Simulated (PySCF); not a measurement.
# Two-component Hartree-Fock for Re(30+) (rhenium, charge +30)

Start: [Kr] 4d9; 4d3/2 filled at m_j = -3/2, -1/2, +1/2, +3/2; 4d5/2 filled at m_j = -3/2, -1/2, +1/2, +3/2, +5/2. Calculated with PySCF 2.14 in an even-tempered Gaussian basis (17 s from 2.8 bohr⁻², ratio 2.8; 14 p from 3.6 bohr⁻², ratio 2.8; 10 d from 3.6 bohr⁻², ratio 2.8; 3 f from 17 bohr⁻², ratio 3): generalised Hartree-Fock with the X2C-1e Hamiltonian and a Gaussian nucleus; spin-orbit coupling (SO) screened by Boettger's factors.

| spinor shell | electrons | ε, screened SO (eV) | weight of nominal j (screened SO) | rms radius, screened SO (bohr) |
| --- | --- | --- | --- | --- |
| 1s1/2 | 2 | -73138.1 | 1.000 | 0.0204 |
| 2s1/2 | 2 | -13733.5 | 1.000 | 0.0824 |
| 2p1/2 | 2 | -13165.7 | 1.000 | 0.0700 |
| 2p3/2 | 4 | -11720.7 | 1.000 | 0.0776 |
| 3s1/2 | 2 | -4082.7 | 1.000 | 0.210 |
| 3p1/2 | 2 | -3832.4 | 1.000 | 0.201 |
| 3p3/2 | 4 | -3510.1 | 1.000 | 0.216 |
| 3d3/2 | 4 | -3095.8 | 1.000 | 0.190 |
| 3d5/2 | 6 | -3025.3 | 1.000 | 0.194 |
| 4s1/2 | 2 | -1646.1 | 1.000 | 0.440 |
| 4p1/2 | 2 | -1536.9 | 0.999 | 0.442 |
| 4p3/2 | 4 | -1442.3 | 1.000 | 0.469 |
| 4d3/2 | 4 | -1264.4 | 0.994 | 0.465 |
| 4d5/2 | 5 | -1245.1 | 0.995 | 0.472 |

```json
{"quantity": "E (hartree)", "screened SO": "-16253.05359"}
{"quantity": "M_J", "screened SO": "5/2"}
{"quantity": "⟨J²⟩", "screened SO": "8.751"}
{"quantity": "⟨L²⟩", "screened SO": "6.088"}
{"quantity": "⟨S²⟩", "screened SO": "0.838"}
```

Each row is a mean over spinors that exchange with the open shell spreads, by up to 14.597 eV (4p3/2).

Breit and QED terms are absent; they matter most for the inner s and p1/2 levels.

Densities and radii are taken from the X2C orbitals without a picture-change correction, which distorts them close to the nucleus.
